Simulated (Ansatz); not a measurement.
Single points on closo-1-SB4 (no H on S) (B4H4S).

```yaml
crystal:
  periodic: [false, false, false]
  atoms:
    - {symbol: B, position_ang: [0.253264, 0.804068, 0.705042]}
    - {symbol: B, position_ang: [0.806485, -0.706935, -0.239931]}
    - {symbol: S, position_ang: [1.056389, 0.999827, -0.980282]}
    - {symbol: B, position_ang: [-0.624702, -0.591254, 0.579697]}
    - {symbol: B, position_ang: [-0.667913, 0.273696, -0.828669]}
    - {symbol: H, position_ang: [0.432413, 1.600058, 1.582232]}
    - {symbol: H, position_ang: [1.599700, -1.588117, -0.411651]}
    - {symbol: H, position_ang: [-1.344310, -1.272301, 1.247367]}
    - {symbol: H, position_ang: [-1.511316, 0.480957, -1.653816]}
basis:
  gaussian: {orbitals: def2-TZVP, initial_orbitals: start.molden}
hamiltonian: {xc: hf}
scf: {omitted_lower_state_checks: [starts]}
output: {orbitals: {seedname: orbitals}}
```

The file start.molden holds the orbitals of an earlier run on this structure, at another level or in another basis.

```sh
$ ansatz run in.yaml --threads 4 --pin off --events-out ev --progress --plain --max-ram 3916MiB
```

Shortened log:

```
Functional definition: HF
1398 factors; their error is unknown
mean field evaluation 1: about -13567.0892 eV, gradient 2.7e1 eV
mean field evaluation 2: about -13567.7173 eV, gradient 7.7e-1 eV
mean field evaluation 4: about -13567.8410 eV, gradient 3.9e-1 eV
mean field -13567.84118745 eV, -498.6089670257 hartree, gradient 2.4e-5 eV, S^2 0.000000; 0 other end points of the search recorded, 0 dependent functions left out
reference -13567.84118745 eV, -498.6089670257 hartree; 20, 20 occupied and 165, 165 virtual orbitals, 1398 factors
Total energy: -13567.84118745 eV, -498.6089670257 hartree
Checks for a lower state left out: starts
```

It took 2.9 s on 4 threads of Intel Xeon on a shared host.

First input, but with `hamiltonian: {xc: {name: LC-wPBE, parameters: {omega: 0.3/bohr}}}` (abridged; 6 s):

```
Functional definition: LC-wPBE
mean field -13601.09774245 eV, -499.8311228797 hartree, gradient 1.2e-5 eV, S^2 0.000000
Total energy: -13601.09774246 eV, -499.8311228802 hartree
Checks for a lower state left out: starts
```

The first input with `hamiltonian: {xc: {name: LC-wPBE}}` (abridged; 4.8 s):

```
Functional definition: LC-wPBE
mean field -13601.53586863 eV, -499.8472237200 hartree, gradient 2.4e-5 eV, S^2 0.000000
Total energy: -13601.53586864 eV, -499.8472237203 hartree
Checks for a lower state left out: starts
```

The first input with `hamiltonian: {xc: {name: B97M-V}}` (abridged; 10 s):

```
Functional definition: B97M-V
mean field -13606.01538890 eV, -500.0118430536 hartree, gradient 1.9e-5 eV, S^2 0.000000
Total energy: -13606.01545772 eV, -500.0118455826 hartree
Checks for a lower state left out: starts
```

First input, but with `hamiltonian: {xc: r2scan, dispersion: d4}` (abridged; 7 s):

```
Functional definition: r2SCAN
mean field -13604.66394411 eV, -499.9621783736 hartree, gradient 1.3e-5 eV, S^2 0.000000
Total energy: -13604.71375277 eV, -499.9640088079 hartree
Checks for a lower state left out: starts
```

First input, but with `hamiltonian: {xc: {name: B3LYP}, dispersion: d4}` (abridged; 5.5 s):

```
Functional definition: B3LYP
mean field -13607.71061922 eV, -500.0741416187 hartree, gradient 1.5e-5 eV, S^2 0.000000
Total energy: -13608.08541045 eV, -500.0879149423 hartree
Checks for a lower state left out: starts
```

As the first input, with `gaussian: {orbitals: def2-TZVPD, initial_orbitals: start.molden}`, `hamiltonian: {xc: r2scan, dispersion: d4}` (abridged; 10 s):

```
Functional definition: r2SCAN
mean field -13604.67546397 eV, -499.9626017206 hartree, gradient 1.4e-5 eV, S^2 0.000000
Total energy: -13604.72527727 eV, -499.9644323258 hartree
Checks for a lower state left out: starts
```

Geometry: PBE0-D4/def2-SVP.

LC-ωPBE has ω = 0.4 bohr⁻¹. B3LYP takes the VWN-RPA correlation.
